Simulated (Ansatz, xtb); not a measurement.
## FH8Si4+: where a starting geometry ends

The starting geometry of this gas-phase singlet has its atoms placed at random.

```xyz
13

F    -1.0808   -1.2635    0.9914
Si    0.6255    0.8300   -1.9201
Si   -2.0199   -0.5139   -0.4840
Si    1.8692    0.9303    0.9633
Si    0.9692   -1.3521    1.1398
H    -0.9107    0.5807   -1.3053
H     0.6929   -0.6455    2.3947
H    -1.7708    0.4977    0.3369
H     0.5295    2.1682    0.4943
H     0.2237    1.2543   -0.6021
H    -0.1408   -0.7515    0.5512
H     0.9792    1.2053    1.9676
H     2.4150    0.8785   -1.1687
```

**Question.** Guess where an optimisation with r2SCAN-D4/def2-SVP ends from this start.

**Answer.** It ends as a structure with H6 bridging Si2 and Si3, H8 bridging Si3 and Si4, H13 bridging Si2 and Si4, given below by its coordinates. Distances that change by over a tenth: F1–Si3 (1.90 → 1.63 Å), Si3–H8 (1.33 → 1.79 Å), Si4–H12 (1.37 → 1.86 Å), Si5–H11 (1.39 → 1.57 Å). Contacts that close: Si2–H13 (1.94 → 1.66 Å), Si4–H8 (3.72 → 1.60 Å), Si4–H9 (1.88 → 1.49 Å), Si4–H13 (2.20 → 1.65 Å), Si5–H12 (2.69 → 1.58 Å).

The energy falls by 11.95 eV over 32 steps:

```
step  E − E(last) (eV)
   1            11.954
   4             5.915
   8             2.963
  11             2.186
  15             1.199
  18             0.650
  22             0.167
  25             0.023
  29             0.001
  32             0.000
```

Final geometry (Å):

```xyz
13

F    -1.4757   -1.6331   -0.1590
Si    0.5418    1.0019   -2.0723
Si   -2.0333   -0.1613   -0.5756
Si    0.5679    0.7685    0.8551
Si    1.4539   -0.9527    2.2515
H    -0.7287    0.0249   -1.7691
H     0.4056    0.1729    2.6168
H    -1.0118    0.6479    0.6475
H     0.7424    2.2153    1.1480
H    -0.1760    2.1547   -1.3701
H     0.6305   -1.1746    0.9385
H     2.2205    0.1966    1.4795
H     1.2442    0.5571   -0.6321
```

From the same start GFN2-xTB ends elsewhere, at `F[SiH2][SiH2][SiH2][SiH2+]`.

From so rough a start the end depends on the optimiser's path, so another program may land elsewhere. No frequencies were run, so the end isn't proven a minimum. Run with Ansatz 0.2.0, 2.4 min on 2 threads of Arm Neoverse V2, on a shared host.
